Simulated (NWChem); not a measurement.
System: CH3Cl2In; SMILES [Cl][In]([Cl])[CH3]

Input file for NWChem:

```
start job
memory heap 200 mb stack 900 mb global 1100 mb
geometry units angstroms noautoz
  In    -0.298520    -0.004410     0.001297
  Cl     1.005123     1.948607    -0.001284
  Cl     1.039609    -1.934423    -0.001099
  C     -2.435698    -0.026928     0.001835
  H     -2.790680    -1.061271     0.093919
  H     -2.792176     0.412626    -0.940079
  H     -2.798130     0.577700     0.844361
end
basis spherical
  * library def2-svp
end
ecp
  In library def2-ecp
end
dft
  xc xpbe96 cpbe96
  grid coarse
  iterations 150
  mulliken
end
task dft gradient
```

Output (shortened):

```
             Northwest Computational Chemistry Package (NWChem) 7.3.0
             --------------------------------------------------------

 C1  symmetry detected

                             Geometry "geometry" -> ""
                             -------------------------

 Output coordinates in angstroms (scale by  1.889725989 to convert to a.u.)

  No.       Tag          Charge          X              Y              Z
 ---- ---------------- ---------- -------------- -------------- --------------
    1 In                  49.0000    -0.26741854     0.00000023     0.00066924
    2 Cl                  17.0000     1.05192328     1.94244792    -0.00045187
    3 Cl                  17.0000     1.05511498    -1.94073391    -0.00044822
    4 C                    6.0000    -2.40470802    -0.00529364    -0.00100835
    5 H                    1.0000    -2.76810942    -1.03674664     0.09064998
    6 H                    1.0000    -2.75665562     0.43716372    -0.94326662
    7 H                    1.0000    -2.76312871     0.60219549     0.84117548

 Effective nuclear repulsion energy (a.u.)     565.5059313593

 Summary of "ao basis" -> "ao basis" (spherical)
 ------------------------------------------------------------------------------
       Tag                 Description            Shells   Functions and Types
 ---------------- ------------------------------  ------  ---------------------
 In                         def2-svp                10       26   4s4p2d
 Cl                         def2-svp                 8       18   4s3p1d
 C                          def2-svp                 6       14   3s2p1d
 H                          def2-svp                 3        5   2s1p

            General Information
            -------------------
          SCF calculation type: DFT
          Wavefunction type:  closed shell.
          No. of atoms     :     7
          No. of electrons :    64
           Alpha electrons :    32
            Beta electrons :    32
          Charge           :     0
          Spin multiplicity:     1
          Use of symmetry is: off; symmetry adaption is: off
          Maximum number of iterations: 150
          AO basis - number of functions:    91
                     number of shells:    41
          Convergence on energy requested:  1.00D-06
          Convergence on density requested:  1.00D-05
          Convergence on gradient requested:  5.00D-04

              XC Information
              --------------
          PerdewBurkeErnzerhof Exchange Functional  1.000
            Perdew 1991 LDA Correlation Functional  1.000 local
           PerdewBurkeErnz. Correlation Functional  1.000 non-local

             Grid Information
             ----------------
          Grid used for XC integration:  coarse
          Radial quadrature: Mura-Knowles
          Angular quadrature: Lebedev.
          Tag              B.-S. Rad. Rad. Pts. Rad. Cut. Ang. Pts.
          ---              ---------- --------- --------- ---------
          In                  1.55      104           8.0       302
          Cl                  1.00       70          12.0       302
          C                   0.70       35          10.0       302
          H                   0.35       35          11.0       302
          Grid pruning is: on
          Number of quadrature shells:   384
          Spatial weights used:  Erf1

      Superposition of Atomic Density Guess
      -------------------------------------

 Sum of atomic energies:       -1175.81998785

      Non-variational initial energy
      ------------------------------

 Total energy =   -1147.821107
 1-e energy   =   -2240.693234
 2-e energy   =     799.934508
 HOMO         =      -0.356300
 LUMO         =      -0.042497

     ---------------------------------------------
      Total Density - Mulliken Population Analysis
     ---------------------------------------------

    Atom       Charge   Shell Charges
 -----------   ------   -------------------------------------------------------
    1 In  21    19.70   2.59 -0.60  0.70  0.26  3.23  2.76  0.51  0.16  9.70  0.39
    2 Cl  17    17.57   2.00  1.99  1.23  0.73  5.94  2.19  3.48  0.01
    3 Cl  17    17.57   2.00  1.99  1.23  0.72  5.94  2.19  3.48  0.01
    4 C    6     6.56   1.99  0.95  0.30  2.02  1.28  0.01
    5 H    1     0.87   0.66  0.18  0.03
    6 H    1     0.87   0.65  0.18  0.03
    7 H    1     0.87   0.65  0.18  0.03

   convergence    iter        energy       DeltaE   RMS-Dens  Diis-err
 ---------------- ----- ----------------- --------- --------- ---------
 d= 0,ls=0.0,diis     1  -1149.7134604957 -1.44D+03  2.21D-02  5.44D-01
 d= 0,ls=0.0,diis     2  -1149.5879053222  1.26D-01  1.48D-02  1.16D+00
 d= 0,ls=0.0,diis     3  -1149.7766522560 -1.89D-01  3.50D-03  7.83D-02
 d= 0,ls=0.0,diis     4  -1149.7854635812 -8.81D-03  1.59D-03  2.20D-02
 d= 0,ls=0.0,diis     5  -1149.7886387643 -3.18D-03  3.22D-04  9.27D-04
  Resetting Diis
 d= 0,ls=0.0,diis     6  -1149.7887708015 -1.32D-04  4.23D-05  2.81D-05
 d= 0,ls=0.0,diis     7  -1149.7887744516 -3.65D-06  3.83D-05  1.36D-06
 d= 0,ls=0.0,diis     8  -1149.7887739000  5.52D-07  2.43D-05  4.85D-06
 d= 0,ls=0.0,diis     9  -1149.7887746961 -7.96D-07  3.05D-06  7.62D-08

         Total DFT energy =    -1149.788774696087
      One electron energy =    -2242.991775024075
           Coulomb energy =      879.606643843547
    Exchange-Corr. energy =      -79.341263258488
 Nuclear repulsion energy =      292.937619742929

 Numeric. integr. density =       64.000032131994

                       DFT Final Molecular Orbital Analysis
                       ------------------------------------

 Vector   30  Occ=2.000000D+00  E=-2.648613D-01
              MO Center=  1.0D+00, -2.8D-02, -4.8D-04, r^2= 4.8D+00
   Bfn.  Coefficient  Atom+Function         Bfn.  Coefficient  Atom+Function
  ----- ------------  ---------------      ----- ------------  ---------------
    57     -0.465047  3 Cl pz                39      0.458611  2 Cl pz
    54     -0.338175  3 Cl pz                36      0.333269  2 Cl pz
    51     -0.198462  3 Cl pz                33      0.195587  2 Cl pz
    18     -0.093233  1 In d -1              23      0.049305  1 In d -1

 Vector   31  Occ=2.000000D+00  E=-2.598400D-01
              MO Center=  9.8D-01,  5.8D-01, -3.8D-04, r^2= 4.6D+00
   Bfn.  Coefficient  Atom+Function         Bfn.  Coefficient  Atom+Function
  ----- ------------  ---------------      ----- ------------  ---------------
    37      0.389194  2 Cl px                38     -0.346262  2 Cl py
    56     -0.314260  3 Cl py                34      0.287730  2 Cl px
    35     -0.258087  2 Cl py                53     -0.233914  3 Cl py
    55     -0.218845  3 Cl px                31      0.168110  2 Cl px
    52     -0.158223  3 Cl px                32     -0.150458  2 Cl py

 Vector   32  Occ=2.000000D+00  E=-2.593118D-01
              MO Center=  4.8D-01, -6.0D-01, -2.2D-04, r^2= 5.3D+00
   Bfn.  Coefficient  Atom+Function         Bfn.  Coefficient  Atom+Function
  ----- ------------  ---------------      ----- ------------  ---------------
    55      0.454834  3 Cl px                52      0.342506  3 Cl px
    37      0.316816  2 Cl px                34      0.241901  2 Cl px
    66      0.217543  4 C  px                49      0.199486  3 Cl px
    69      0.162764  4 C  px                21     -0.160848  1 In d  2
    56      0.148744  3 Cl py                31      0.140571  2 Cl px

 Vector   33  Occ=0.000000D+00  E=-8.983592D-02
              MO Center= -2.7D-01,  6.7D-03,  7.2D-03, r^2= 4.8D+00
   Bfn.  Coefficient  Atom+Function         Bfn.  Coefficient  Atom+Function
  ----- ------------  ---------------      ----- ------------  ---------------
     4      0.702256  1 In s                  3      0.625682  1 In s
    65     -0.512577  4 C  s                  1     -0.342492  1 In s
    38      0.322083  2 Cl py                56     -0.322113  3 Cl py
    69     -0.294440  4 C  px                66     -0.292108  4 C  px
    37      0.190007  2 Cl px                55      0.190441  3 Cl px

 Vector   34  Occ=0.000000D+00  E=-7.729377D-02
              MO Center= -2.0D-01, -9.6D-03, -6.4D-03, r^2= 4.2D+00
   Bfn.  Coefficient  Atom+Function         Bfn.  Coefficient  Atom+Function
  ----- ------------  ---------------      ----- ------------  ---------------
    13      0.654473  1 In pz                16      0.507716  1 In pz
    57     -0.236972  3 Cl pz                39     -0.234684  2 Cl pz
    10     -0.164503  1 In pz                 7     -0.151507  1 In pz
    54     -0.141872  3 Cl pz                36     -0.140598  2 Cl pz
    83      0.123939  6 H  s                 88     -0.117239  7 H  s

[...]

                         DFT ENERGY GRADIENTS

    atom               coordinates                        gradient
                 x          y          z           x          y          z
   1 In     -0.505348   0.000000   0.001265    0.001251   0.000051  -0.000003
   2 Cl      1.987847   3.670694  -0.000854   -0.003130  -0.004642   0.000002
   3 Cl      1.993878  -3.667455  -0.000847   -0.003139   0.004579   0.000004
   4 C      -4.544239  -0.010004  -0.001906    0.001632   0.000061  -0.000029
   5 H      -5.230968  -1.959167   0.171304    0.001199   0.004831  -0.000433
   6 H      -5.209324   0.826120  -1.782515    0.001074  -0.002051   0.004406
   7 H      -5.221556   1.137984   1.589591    0.001113  -0.002829  -0.003947
```

Level: PBE/def2-SVP with def2 effective core potentials on In. All runs use the structure optimised with PBE0/def2-SVP. def2 effective core potentials on In; no spin-orbit coupling.
